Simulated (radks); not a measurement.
Spherical jellium clusters: N electrons in a uniform positive sphere of charge N and radius rs N^(1/3), rs = 3.6 bohr. Method: non-relativistic Kohn-Sham, LDA (Slater exchange, Perdew-Wang correlation), spin-polarised, spherical densities; computed with a radial shooting solver with Libxc functionals. Levels are named by radial order and angular momentum (1s, 1p, 1d, 2s, ...), and open shells are averaged over m.

N = 26, configuration 1s2 1p6 1d10 2s2 1f(up 6, down 0). This is the lowest configuration that the search found. Occupied and some empty levels:

level,occupation,eigenvalue (eV),<r> (bohr)
1s up,1,-6.0288,6.578
1s down,1,-5.8014,6.223
1p up,3,-5.2160,7.734
1p down,3,-4.8931,7.571
1d up,5,-4.1755,8.541
1d down,5,-3.8069,8.497
2s up,1,-3.6222,6.907
2s down,1,-3.4329,7.116
1f up,6,-2.9498,9.245
1f down,0,-2.5688,9.292
2p up,0,-2.2131,8.439
2p down,0,-2.0271,8.563
1g up,0,-1.5871,9.981
1g down,0,-1.2218,10.14
2d up,0,-0.94158,10.64
2d down,0,-0.76759,10.97

Energy (eV): total -47.1350, kinetic 55.777, external -2039.9, Hartree 1006.6, exchange-correlation -104.52, background 1034.9.

Electron density:

r (bohr),n(r) (e/bohr^3)
0.342,0.006937
1.63,0.006194
2.92,0.005091
4.21,0.004571
5.50,0.005004
6.79,0.005733
8.08,0.005531
9.37,0.003877
10.7,0.001836
11.9,0.0006294
13.2,0.0001810
14.5,0.00004737
15.8,0.00001176
17.1,2.846e-06
